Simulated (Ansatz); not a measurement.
Calculated with Ansatz (gas phase, PBE0-D4/def2-TZVP geometries, no zero-point term in ΔE). CCSD(T)/CBS is the MP2 limit (def2-TZVPP, def2-QZVPP) plus CCSD(T) − MP2 in def2-TZVPP, frozen cores. This one scheme is used for every species, atoms too. Functionals use def2-TZVPP. HSE06 is defined as in plane-wave codes. No spin–orbit coupling; open shells (•) take unrestricted orbitals. Spin–orbit coupling would lower the free atoms: a little for C, Cl; strongly for In. Elements past krypton have def2 core potentials. Bonds to In are less sure, by a few kJ/mol each and by 10 to 20 or more in all where they break to atoms, as the def2 sets lack core-valence functions.

Reaction (atomization): `ClC1=[CH][InH][CH2]1` → 3 C• + Cl• + 4 H• + In•

```csv
level,ΔE (kJ/mol),difference from CCSD(T)/CBS
revPBE-D4,3198.1,4.8
PBE0-D4,3227.4,34.1
HSE06-D4,3230.3,37.0
PBE,3270.5,77.2
revPBE,3132.3,-61.0
CAM-B3LYP,3152.7,-40.6
HF/def2-TZVPP,2237.9,-955.4
MP2/def2-TZVPP,3187.0,-6.3
SCS-MP2/def2-TZVPP,3134.6,-58.7
CCSD/def2-TZVPP,3035.6,-157.7
CCSD(T)/CBS,3193.3,0
```

Largest T1 diagnostic among the species: 0.015.

From r2SCAN to r2SCAN0 (25 % exact exchange), in def2-TZVPP and without D4, ΔE moves by −58.4 kJ/mol: exact exchange takes away binding that semilocal exchange gives to molecules. The D4 term adds +38.0 kJ/mol with B3LYP and +19.6 kJ/mol with PBE0; it sums over pairs of atoms, weighted by their polarisabilities, and B3LYP, whose exchange is more repulsive, gets the larger term. In def2-TZVPP, CCSD(T) changes the Hartree–Fock value by +870.5 kJ/mol (the triples alone add +72.9 kJ/mol) and MP2 by +949.1 kJ/mol; breaking electron pairs costs correlation energy, which Hartree–Fock lacks.

B3LYP here is the variant with VWN-RPA as its local correlation; programs differ in this.

For atomizations the MP2-based limit and the directly extrapolated one differ by several kJ/mol either way, and by 10 to 25 for some Ge, Se and Sn compounds, so smaller differences from it don't rank the levels.
